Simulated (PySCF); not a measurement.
Compound: C5H15NOSi.
SMILES: `CCC[Si@@H](OCC)N`

Computed with PySCF, TDDFT B3LYP/def2-SVPD, vertical, gas phase, core orbitals frozen in the response. One conformer (not necessarily the lowest) at the PBE0-D3(BJ)/def2-SVP geometry, without solvent, vibrations or thermal averaging.

| state | λ (nm) | E (eV) | f | main configurations (H = HOMO, L = LUMO) |
| --- | --- | --- | --- | --- |
| S1 | 196.2 | 6.32 | 0.051 | H→L (95%) |
| S2 | 175.8 | 7.05 | 0.0064 | H→L+1 (91%) |
| S3 | 173.0 | 7.17 | 0.026 | H-1→L (52%), H→L+2 (39%) |
| S4 | 170.9 | 7.26 | 0.0043 | H→L+2 (48%), H-1→L (42%) |
| S5 | 167.2 | 7.42 | 0.0071 | H→L+3 (78%), H-2→L (10%) |
| S6 | 165.6 | 7.49 | 0.0068 | H-2→L (85%) |
| S7 | 161.7 | 7.67 | 0.013 | H→L+4 (46%), H→L+5 (32%) |
| S8 | 160.5 | 7.72 | 0.031 | H-1→L+1 (69%), H→L+4 (14%) |
| S9 | 159.2 | 7.79 | 0.024 | H→L+5 (47%), H-1→L+2 (15%), H→L+4 (14%) |
| S10 | 158.4 | 7.83 | 0.012 | H-1→L+2 (54%), H→L+4 (15%), H-1→L+1 (14%) |

Triplets, Tamm–Dancoff:

```csv
state,E (eV),λ (nm),"main configurations (H = HOMO, L = LUMO)"
T1,6.00,206.6,H→L (88%)
T2,6.88,180.1,"H→L+1 (59%), H→L+2 (20%)"
T3,7.02,176.6,"H-1→L (57%), H→L+1 (16%), H→L+2 (13%)"
T4,7.12,174.0,"H→L+2 (48%), H-1→L (29%), H→L+1 (10%)"
```

The lowest singlet comes at 196 nm (610 kJ/mol) in the vacuum ultraviolet; it is of moderate strength; its leading configuration is HOMO→LUMO (95%). The lowest level is also the most intense of those listed (f = 0.051). Löwdin shares by element: HOMO nitrogen 54%, oxygen 18%, hydrogen 5% or more, silicon 5% (atoms not listed hold the other 17%); LUMO hydrogen 28% or more, silicon 17%, nitrogen 10% (atoms not listed hold the other 46%). The oscillator strengths of these states sum to 0.182; summed over the whole spectrum of an exact calculation they would give the number of electrons, 74 (Thomas–Reiche–Kuhn). Weighted by f, the mean energy of these states is 7.21 eV. Of the 10 states listed, 6 reach f = 0.01 and none stays under 0.0005. No computed singlet lies in the visible range (380 to 750 nm); the lowest, at 196 nm, stands 3.06 eV above its violet end (3.26 eV). The vertical ionisation energy (ΔSCF) is 9.19 eV, 1.36 eV above S10. Only the lowest 10 singlets were computed, as vertical energies without vibronic structure.

Without π bonds the low states are Rydberg-like; a valence basis with one diffuse set may place them up to an eV too high.
